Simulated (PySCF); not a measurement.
# Pd2Te, triplet: computed properties

Method: UB3LYP/[Te def2-SVP with ECP28, Pd def2-SVP with ECP28], scalar-relativistic core potentials, density fitting, no spin–orbit coupling, PySCF.

The structure is a minimum.

Coordinates in bohr (charge 0 multiplicity 3):
```
Te   -1.3847    0.0000    0.0000
Pd    0.8608   -4.1395    0.0000
Pd    0.8608    4.1395    0.0000
```

| Item | Value |
| --- | --- |
| Point group | C2v |
| Bond lengths | Te–Pd 2.492 Å (×2) |
| Bond angles | Pd–Te–Pd 123.0° |
| Heat capacity Cp at 298.15 K | 57.1 J/(mol K) |
| Highest occupied level (β) | -5.42 eV |
| Dipole moment | 1.49 D |
| Atomisation energy without zero-point energy | 369 kJ/mol |
| Spin squared ⟨S²⟩ | 2.007 |
| Rotational symmetry number | 2 |
| Principal quadrupole moments (Buckingham, traceless) about the centre of mass | -7.32, -3.60, 10.93 D Å |
| Zero-point energy | 2.4 kJ/mol |
| Enthalpy at 298.15 K above 0 K | 15.25 kJ/mol |
| Principal polarisabilities | 68.1, 80.2, 246.2 bohr³ |
| Lowest empty level (β) | -3.95 eV |
| Entropy at 298.15 K and 1 bar (electronic part: spin only) | 353.8 J/(mol K) |
| Rotational constants | 0.1483, 0.01659, 0.01492 cm⁻¹ |

Harmonic modes (masses in u: Te 129.906, Pd 105.903):
```json
{"symmetry": "a1", "ω (cm⁻¹)": "32", "IR (km/mol)": "0.6", "μ (u)": "113.46"}
{"symmetry": "a1", "ω (cm⁻¹)": "186", "IR (km/mol)": "0.2", "μ (u)": "111.24"}
{"symmetry": "b2", "ω (cm⁻¹)": "190", "IR (km/mol)": "46.0", "μ (u)": "118.06"}
```

In C2v the vibrations span 2a1 + b2. Here b1 is antisymmetric to the molecular plane and b2 lies in it.

Charges (e):
```json
{"atom": "Te1", "Mulliken": "0.04", "Löwdin": "0.60", "polar tensor": "-0.80", "spin (Mulliken)": "1.08", "Mayer order to Te1": "–"}
{"atom": "Pd2,3", "Mulliken": "-0.02", "Löwdin": "-0.30", "polar tensor": "0.40", "spin (Mulliken)": "0.46", "Mayer order to Te1": "1.26"}
```

Mulliken populations on Te1 (electrons outside its core potential): s 3.89, p 9.97, d 10.10.

Outer orbital energies (eV). α occupied: -6.98, -6.56, -6.56, -6.53, -6.53, -5.84, -5.75, -5.71; empty: -2.41, -1.84, 0.08, 0.16. β occupied: -6.77, -6.35, -6.31, -6.31, -6.31, -6.27, -6.25, -5.42; empty: -3.95, -3.66, -2.23, -1.69.

This need not be the most stable arrangement of these atoms. Open d and f shells are described by one determinant, and the ground state may have another occupation or spin. At this level a broken-symmetry Ms = 0 minimum of C2v symmetry lies 52 kJ/mol below this structure. With an element this heavy the missing spin–orbit coupling can shift these numbers.

The final relaxation and frequency run took 73 s on 2 threads of a shared Arm Neoverse V1 host, with 88 basis functions and 13 gradients; the process peaked at 0.92 GiB. Launch command: `OMP_NUM_THREADS=2 python axn.py task.json out`.
